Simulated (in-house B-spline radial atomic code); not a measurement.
## BSE on G0W0@HF excitations of S⁴⁺

Method: BSE on G0W0@HF. Computed with a B-spline radial code for spherical atoms: linear response of the closed shell [Ne] 3s2 with a statically screened interaction on G0W0 levels; non-relativistic, point nucleus, no spin-orbit coupling, no double excitations, S, P, D and F terms only.

Command:
```bash
python run_td.py task.json out
```
Settings (radii: box in bohr, nucleus in fm):
```
Z                        16
electrons                12
configuration            [Ne] 3s2
hamiltonian              nr
method                   bse
box_radius               19.1
intervals                51
```

Run time, properties included: 0.8 s on 1 thread of Arm Neoverse N1, with other jobs on the host.

The lowest states, in the order of their Tamm-Dancoff energies; the method's threshold (minus the highest G0W0 level) is 72.54 eV. Labels give the largest channel, * marks a mixed state, and oscillator strengths are full-response dipole values. Energies in eV:

```tsv
state	full response	Tamm-Dancoff	oscillator strength
3s → 3p 3P	9.514	9.777	-
3s → 3p 1P	15.893	16.696	1.34
3s → 3d 3D	29.790	29.824	-
3s → 3d 1D	32.57	32.62	-
3s → 4s 3S	39.06	39.08	-
3s → 4s 1S	40.48	40.51	-
3s → 4p 3P	43.66	43.67	-
3s → 4p 1P	44.30	44.34	0.0992
3s → 4d 3D	49.48	49.48	-
3s → 4d 1D	?	?	-
3s → 4f 3F	?	?	-
3s → 4f 1F	51.33	51.34	-
3s → 5s 3S	53.31	53.31	-
3s → 5s 1S	53.77	53.78	-
3s → 5p 3P	55.34	55.34	-
3s → 5p 1P	55.56	55.57	0.0457
```

Q: Where does 3s → 4f 3F lie?

A: At 51.03 eV in full response, 51.03 eV in Tamm-Dancoff.

Q: Where does 3s → 4d 1D lie?

A: At 49.91 eV in full response, 49.91 eV in Tamm-Dancoff.

Q: How large is the singlet-triplet splitting of 3s → 3p (P terms) in Tamm-Dancoff?

A: 6.92 eV, from the unrounded values.

Q: What polarisabilities and dispersion coefficient does the method give?

A: Dipole 4.082 bohr³, quadrupole 5.766 bohr⁵, C6 7.738 hartree·bohr⁶ for two such species.
